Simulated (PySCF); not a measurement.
# Structure elucidation problem

Molecular formula: C$_{4}$H$_{8}$ClFSi$_{2}$. Simulated spectra:

1H NMR (400 MHz, computed): δ 6.56 (m, 1H), 6.45 (m, 1H), 6.24 (m, 1H), 5.80 (m, 1H), 4.84 (m, 1H), 4.75 (m, 1H), 0.93 (m, 1H), 0.64 (m, 1H).

13C{1H} NMR (computed): δ 144.0 (CH2), 141.2 (CH), 96.8 (CH), 4.3 (CH2).

All values are calculated (PySCF): geometry from GFN2-xTB, shielding tensors at PBE0/pcSseg-1 (GIAO). Gas phase, single conformer, non-relativistic.

Referencing at the same level of theory: TMS for 1H (31.72 ppm) and 13C (186.93 ppm).

Which of these isomers gave the spectra?
A. F[SiH2][SiH2]C1=C(Cl)CC1
B. C=C[Si@@]1(Cl)C[SiH2][C@@H]1F
C. C=C[Si@H](Cl)/C(F)=C/[SiH3]
D. C=C[Si@@H](Cl)/C(F)=C\[SiH3]
E. FC1=C(Cl)C[SiH2][SiH2]C1

Answers

B. 

- The formula gives 2 degrees of unsaturation (1 ring in the answer).
- 4 carbon signals for 4 carbons: no two carbons are equivalent.
- Carbon types of the structure: 2 × CH, 2 × CH2, leaving 2 H on heteroatoms.
- δC 144.0: terminal =CH2 carbon; an sp2 carbon of a C=C bond.
- δC 141.2: alkene CH; an sp2 carbon of a C=C bond.
- δC 96.8: sp3 CH bonded to F and 2 Si; the inductive effect lowers its shielding.
- δH 6.56, 6.45: hydrogen on a terminal =CH2 carbon; attached to an sp2 carbon and in the plane of the double bond.
- δH 5.80: hydrogen on an sp3 CH bonded to F and 2 Si; its carbon carries F, hence the downfield position.

The others: C=C[Si@@H](Cl)/C(F)=C\[SiH3] would give 6 signals for carbon-bound and other non-exchanging H, not 8; F[SiH2][SiH2]C1=C(Cl)CC1 would give 4 signals for carbon-bound and other non-exchanging H, not 8; C=C[Si@H](Cl)/C(F)=C/[SiH3] would give 6 signals for carbon-bound and other non-exchanging H, not 8; FC1=C(Cl)C[SiH2][SiH2]C1 would give 4 signals for carbon-bound and other non-exchanging H, not 8.

Splittings by 19F in the carbon and heteronuclear signals aren't shown, as no couplings were computed. Shifts are as computed. Against solution values, carbons near 30 ppm lie about +3 ppm off and those near 130 ppm about +5 ppm. Of 1309 compounds with measured shifts, 239 miss one by over three times the rms of a fit or turn the order of signals round; such compounds aren't used in these exercises. Multiplicities follow the n + 1 count of equivalent neighbours, as no J values were calculated; m marks all less simple cases, F and P coupling included.
